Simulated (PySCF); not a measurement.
CaCl, SMILES [Cl][Ca+], charge +1.

Coordinates come from a PBE-D3(BJ)/def2-TZVPD optimisation. The spin state was assumed, not searched.

Two levels are set side by side: PBE/def2-TZVPD (PySCF) and PBE0/def2-TZVPD (PySCF). Same geometry, gas phase. Differences are taken from unrounded values.

```
quantity                       PBE0     PBE  PBE minus PBE0
---------------------------  ------  ------  --------------
orbital gap (eV)               5.75    3.88           -1.87
highest occupied level (eV)  -13.02  -11.84            1.18
lowest empty level (eV)       -7.27   -7.96           -0.69
mean polarisability (bohr³)    29.0    30.8             1.8
```

PBE's occupied levels lie high since its potential decays too fast outside the molecule; exact exchange lowers them and widens the gap. PBE's more diffuse valence density responds more strongly to a field. Differences between two approximate levels are no errors against the true value.

Rough cost on one machine, each run with all the roots and properties that it gave: PBE0 against PBE within a factor of 2.
